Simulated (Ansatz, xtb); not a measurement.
# FH7OSi3: which of two conformers lies lower

We compare I, `F[Si@H]([SiH3])O[SiH3]`, a singlet, with II, `F[Si@H]([SiH3])O[SiH3]`, a singlet. Both are isolated molecules in the gas phase, relaxed with r2SCAN-D4/def2-SVP.

I (Å):

```json
{"atom": "F", "x (Å)": "2.1937", "y (Å)": "-2.4623", "z (Å)": "0.0048"}
{"atom": "O", "x (Å)": "0.5087", "y (Å)": "-1.0608", "z (Å)": "-1.5069"}
{"atom": "Si", "x (Å)": "2.0654", "y (Å)": "-1.1684", "z (Å)": "-0.9769"}
{"atom": "Si", "x (Å)": "2.5348", "y (Å)": "0.7586", "z (Å)": "0.2622"}
{"atom": "Si", "x (Å)": "-0.7141", "y (Å)": "-1.7434", "z (Å)": "-2.4103"}
{"atom": "H", "x (Å)": "2.9772", "y (Å)": "-1.4253", "z (Å)": "-2.1296"}
{"atom": "H", "x (Å)": "2.4010", "y (Å)": "1.9612", "z (Å)": "-0.6158"}
{"atom": "H", "x (Å)": "3.9247", "y (Å)": "0.7118", "z (Å)": "0.8095"}
{"atom": "H", "x (Å)": "1.5642", "y (Å)": "0.8671", "z (Å)": "1.3928"}
{"atom": "H", "x (Å)": "-0.1397", "y (Å)": "-2.4690", "z (Å)": "-3.5826"}
{"atom": "H", "x (Å)": "-1.4922", "y (Å)": "-2.6962", "z (Å)": "-1.5695"}
{"atom": "H", "x (Å)": "-1.6055", "y (Å)": "-0.6507", "z (Å)": "-2.8858"}
```

II (Å):

```xyz
12

F    -1.2963   -3.0483    2.3995
O    -1.0720   -0.7781    1.0248
Si   -0.8050   -2.4040    0.9867
Si    1.4862   -2.8635    0.7747
Si   -0.5470    0.7054    1.5708
H    -1.6633   -2.9820   -0.0807
H     1.7159   -4.3373    0.6813
H     2.0276   -2.2086   -0.4562
H     2.2162   -2.3311    1.9658
H     0.9468    0.7264    1.6084
H    -1.0797    0.9636    2.9383
H    -1.0371    1.7500    0.6315
```

Q: Estimate E(II) − E(I) at the level CCSD(T)/def2-SVP + ΔMP2/def2-TZVPP.

A: Too close to call at this level: CCSD(T)/def2-SVP + ΔMP2/def2-TZVPP gives E(II) − E(I) = +0.08 kcal/mol.

The same difference at several levels:

```tsv
level	geometry	E(II) − E(I) (kcal/mol)	departure from the last row (kcal/mol)	job, with rough time for the two
r2SCAN-D4/def2-SVP	r2SCAN-D4/def2-SVP	−0.19	−0.27	optimisation, 2 min
HF/def2-SVP	r2SCAN-D4/def2-SVP	+0.71	+0.63	part of the CCSD(T) run
MP2/def2-SVP	r2SCAN-D4/def2-SVP	+0.20	+0.12	part of the CCSD(T) run
CCSD(T)/def2-SVP	r2SCAN-D4/def2-SVP	+0.17	+0.09	single point
CCSD(T)/def2-SVP + ΔMP2/def2-TZVPP	r2SCAN-D4/def2-SVP	+0.08		single point, 23 s
```

The largest departure from CCSD(T)/def2-SVP + ΔMP2/def2-TZVPP is that of HF/def2-SVP, 0.63 kcal/mol. Levels run at GFN2-xTB geometries aren't shown. The last row adds to CCSD(T) the change of the MP2 difference between the two basis sets, here −0.09 kcal/mol.

With harmonic frequencies from r2SCAN-D4/def2-SVP (ideal gas, rigid rotor, one conformer each, 298.15 K, 1 atm): on the last row, ΔE + ΔZPE = +0.15 kcal/mol. A mode under 50 cm⁻¹ makes harmonic enthalpies and free energies unreliable, so none is given.

The correlated steps freeze 17 core orbitals. Run with Ansatz 0.2.0; the last row on 2 threads of Intel(R) Xeon(R) 6975P-C (Granite Rapids) on a shared host.
